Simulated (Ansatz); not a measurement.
`CO[SiH2][SiH2]Cl` + `[AlH3]` → `CO[SiH2][AlH2]` + `[SiH3]Cl` at 298.15 K and 1 bar (formal exchange of groups at the Si–Si bond).

Computed with Ansatz on PBE0-D4/def2-TZVP structures; ΔE is electronic, products minus reactants. CBS: MP2 limit from def2 TZ/QZ plus the TZ coupled-cluster correction, frozen cores. This one scheme is used for every species. One conformer a species, not always the lowest.

```tsv
species	CCSD(T)/CBS energy (Eh)	H − E (kJ/mol)	S (J/(mol·K))
`CO[SiH2][SiH2]Cl`	-1155.44170	231.3	397.1
`[AlH3]`	-243.78045	58.9	207.5
`CO[SiH2][AlH2]`	-648.52635	213.1	364.4
`[SiH3]Cl`	-750.69636	80.1	250.8
```

H − E and S are ideal-gas, rigid-rotor, harmonic terms from PBE0-D4/def2-TZVP, for one conformer and one mirror image of each species. 1 Eh = 2625.50 kJ/mol, R = 8.31446 J/(mol·K).

By hand: ΔE, ΔH, ΔS and ΔG.

ΔE = (-648.52635) + (-750.69636) − (-1155.44170) − (-243.78045) = -0.00056 Eh = -1.5 kJ/mol. Δ(H − E) = 213.1 + 80.1 − 231.3 − 58.9 = 3.0, so ΔH = 1.5 kJ/mol. ΔS = 364.4 + 250.8 − 397.1 − 207.5 = 10.6 J/(mol·K). ΔG = 1.5 − 298.15 × (10.6)/1000 = -1.7 kJ/mol.

By hand: the equilibrium constant, and the temperature at which ΔG would vanish if ΔH and ΔS stayed fixed.

log₁₀ K = −ΔG/(RT ln 10) = 0.3. ΔG = 0 at ΔH/ΔS = 142 K, though so small a ΔH makes that figure unsure.

TΔS isn't small against ΔH here. The sign of ΔG lies within the doubt. A doubt of 5 kJ/mol in ΔE shifts log₁₀ K by 0.9 here. Other conformers and mirror images would add mixing entropy, several J/(mol·K) or more a flexible species. Modes under 60 cm⁻¹, often nearly free rotors, make the harmonic entropy too high. These are equilibria of isolated gas molecules and say nothing of rates. Largest T1 diagnostic: 0.012 (customary marks: 0.02 for closed shells, 0.045 for open ones).
